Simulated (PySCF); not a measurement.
**[BeI3]-, singlet: data card**

Computed with PBE0 in PySCF with Be def2-SVPD, I def2-SVPD with ECP28; scalar-relativistic core potentials, no spin–orbit coupling; density-fitted integrals.

The structure is a minimum.

- Point group: D3h
- Bond lengths: Be–I 2.323 Å (×3)
- Bond angles: I–Be–I 120.0° (×3)
- Rotational constants: 0.01642, 0.01642, 0.008209 cm⁻¹
- Dipole moment about the centre of mass: 0.00 D
- Highest occupied level: -3.00 eV
- Heat capacity Cp at 298.15 K: 74.4 J/(mol K)
- Zero-point energy: 9.9 kJ/mol
- Lowest empty level: 3.10 eV
- Principal quadrupole moments (Buckingham, traceless) about the centre of mass: -7.93, -7.93, 15.87 D Å
- Principal polarisabilities: 110.1, 159.3, 159.3 bohr³
- Rotational symmetry number: 6
- Entropy at 298.15 K and 1 bar: 364.1 J/(mol K)
- Enthalpy at 298.15 K above 0 K: 18.04 kJ/mol

Harmonic modes (masses in u: Be 9.012, I 126.904):
```tsv
symmetry	ω (cm⁻¹)	IR (km/mol, summed over degenerate members)	μ (u)
e'	71	0.0	104.88
a1'	138	0.0	126.90
a2''	252	0.8	9.21
e'	564	493	9.35
```

In D3h the vibrations span 2e' + a1' + a2''. The a1' mode carries no infrared intensity, as symmetry demands.

Charges (e); Mulliken and Löwdin values are unreliable with diffuse functions:
| atom | Mulliken | Löwdin | polar tensor | Mayer order to Be1 |
| --- | --- | --- | --- | --- |
| Be1 | 0.71 | -0.26 | 0.99 | – |
| I2,3,4 | -0.57 | -0.25 | -0.66 | 0.69 |

Mulliken populations on Be1: s 2.39, p 0.90.

Outer orbital energies (eV). occupied: -4.95, -4.95, -4.15, -3.45, -3.45, -3.45, -3.45, -3.00; empty: 3.10, 3.23, 3.23, 3.23.

Counting electrons, beryllium keeps none of its valence electrons outside its bonds, so the VSEPR class is AX3 and the expected shape is trigonal planar (D3h), as computed.

Other isomers or separated fragments may lie lower. The lowest empty level of this anion is unbound, so it and the gap depend on the basis.

The final relaxation and frequency run took roughly 90 core-seconds on a shared host.
